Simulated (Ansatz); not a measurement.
The cluster Al3Sb3⁺. Charge 1, multiplicity 2. Geometry PBE0-D4/def2-SVP.

```xyz
6

Al    1.273    2.012   -0.107
Al   -0.128    0.163   -1.356
Al    0.183   -0.073    1.260
Sb    1.493    1.696    2.442
Sb   -1.528   -1.695   -2.442
Sb   -1.293   -2.104    0.204
```

In the def2 sets Sb takes a core potential; there is no spin–orbit coupling. Another isomer (doublet) lies 0.24 eV lower at PBE0-D4/def2-TZVP; other spin states weren't run for this one.

Task: Estimate the α-spin orbital energies around the gap (eV) in Ansatz with PBE-D4/def2-TZVP, BLYP-D4/def2-TZVP, r2SCAN-D4/def2-TZVP, B97M-V/def2-TZVP, PBE0-D4/def2-TZVP.

Result: 
| orbital | PBE-D4/def2-TZVP | BLYP-D4/def2-TZVP | r2SCAN-D4/def2-TZVP | B97M-V/def2-TZVP | PBE0-D4/def2-TZVP |
| --- | --- | --- | --- | --- | --- |
| HOMO−9 | -16.39 | -16.22 | -16.82 | -16.36 | -17.81 |
| HOMO−8 | -14.29 | -14.08 | -14.71 | -14.46 | -15.69 |
| HOMO−7 | -12.16 | -11.92 | -12.50 | -12.33 | -13.34 |
| HOMO−6 | -11.69 | -11.48 | -11.96 | -11.75 | -12.71 |
| HOMO−5 | -10.69 | -10.44 | -10.98 | -10.79 | -11.63 |
| HOMO−4 | -10.35 | -10.09 | -10.62 | -10.32 | -11.15 |
| HOMO−3 | -9.99 | -9.75 | -10.19 | -10.07 | -10.80 |
| HOMO−2 | -9.63 | -9.40 | -9.84 | -9.71 | -10.45 |
| HOMO−1 | -9.16 | -8.91 | -9.34 | -9.11 | -9.81 |
| HOMO | -8.70 | -8.45 | -8.99 | -8.68 | -9.48 |
| LUMO | -8.18 | -7.98 | -8.26 | -7.99 | -7.66 |
| LUMO+1 | -7.30 | -7.06 | -7.30 | -7.08 | -6.73 |
| LUMO+2 | -6.82 | -6.61 | -6.77 | -6.55 | -6.26 |
| LUMO+3 | -6.40 | -6.22 | -6.31 | -6.12 | -5.81 |
| LUMO+4 | -5.77 | -5.52 | -5.67 | -5.53 | -5.09 |
| LUMO+5 | -5.67 | -5.45 | -5.54 | -5.43 | -5.06 |
| β HOMO | -9.13 | -8.87 | -9.35 | -9.08 | -9.81 |
| β LUMO | -8.16 | -7.97 | -8.23 | -7.95 | -7.63 |
